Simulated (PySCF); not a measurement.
SMILES N[SiH2][SiH2][Si](Cl)(Cl)Cl, GFN2-xTB optimised geometry.

```
13

N      2.97     0.57     1.08
Si     2.23    -0.55     0.00
Si    -0.10    -0.55     0.00
Si    -0.98     1.61     0.00
Cl    -0.60     2.57    -1.76
Cl    -2.97     1.85     0.35
Cl    -0.03     2.73     1.43
H      2.95     0.39     2.07
H      2.84     1.56     0.93
H      2.77    -1.85     0.41
H      2.76    -0.17    -1.31
H     -0.69    -1.25    -1.15
H     -0.71    -1.23     1.16
```

Density from PySCF with PBE/def2-TZVP at that geometry.

Minimum of the electron density along straight lines between bonded atoms, close to the bond critical point (lines longer than 1.1 times the sum of covalent radii, or with two minima, are not listed):

```csv
bond,length / Å,ρ at the minimum / e bohr⁻³,∇²ρ there / e bohr⁻⁵,position (fraction from the first atom)
N1–Si2,1.723,0.131,0.55,0.60
Si2–Si3,2.339,0.091,(withheld),0.45
Si3–Si4,2.330,0.091,(withheld),0.38
Si4–Cl5,2.041,0.103,0.21,0.37
Si4–Cl6,2.031,0.105,(withheld),0.37
Si4–Cl7,2.050,0.101,0.20,0.37
N1–H8,1.007,0.337,-1.61,0.73
N1–H9,1.008,0.336,-1.63,0.73
Si2–H10,1.466,0.124,0.17,0.50
Si2–H11,1.466,0.124,0.17,0.50
Si3–H12,1.471,0.120,0.17,0.50
Si3–H13,1.474,0.120,0.17,0.50
```

Q: Complete the blanks.

A: 
- Si2–Si3, ∇²ρ there / e bohr⁻⁵: -0.16
- Si3–Si4, ∇²ρ there / e bohr⁻⁵: -0.14
- Si4–Cl6, ∇²ρ there / e bohr⁻⁵: 0.23
